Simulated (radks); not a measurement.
Values are calculated unless marked as measured or tabulated.
Problem. Pm3+, configuration [Xe] 4f4. Level of theory: Dirac Kohn-Sham, LDA (Slater exchange, Perdew-Wang correlation), spin-unpolarised, spherical densities, finite nucleus; open shells are shared between the two j in proportion to 2j + 1; Fermi nuclear charge, rms radius 4.962 fm (a radial shooting solver on a logarithmic mesh with Libxc functionals). Some entries of the table are withheld. Estimate them.

orbital,occ.,eigenvalue (hartree),<r^2> (bohr^2)
1s1/2,2,-1652.282,(1)
2s1/2,2,-269.5277,0.01152
2p1/2,2,-255.4195,(2)
2p3/2,4,-234.8587,(3)
3s1/2,2,(4),0.07766
3p1/2,2,-53.61194,0.07269
3p3/2,4,-49.48023,0.07999
3d3/2,4,-38.89031,0.06456
3d5/2,6,-37.99413,0.06662
4s1/2,2,-12.76819,0.3963
4p1/2,2,-10.45806,0.4195
4p3/2,4,-9.54603,0.4597
4d3/2,4,-5.73488,0.5357
4d5/2,6,-5.57199,0.5517
5s1/2,2,-2.55138,(5)
5p1/2,2,-1.90400,2.741
5p3/2,4,-1.76762,3.025
4f5/2,1.71429,-1.18561,1.112
4f7/2,2.28571,-1.16603,1.137
5d3/2,0,(6),5.568
5d5/2,0,(7),5.723
6s1/2,0,-0.79483,11.36

Solution. 
(1) 1s1/2 <r^2> (bohr^2): 0.0007328
(2) 2p1/2 <r^2> (bohr^2): 0.008397
(3) 2p3/2 <r^2> (bohr^2): 0.009644
(4) 3s1/2 eigenvalue (hartree): -59.67790
(5) 5s1/2 <r^2> (bohr^2): 2.213
(6) 5d3/2 eigenvalue (hartree): -0.90705
(7) 5d5/2 eigenvalue (hartree): -0.89283
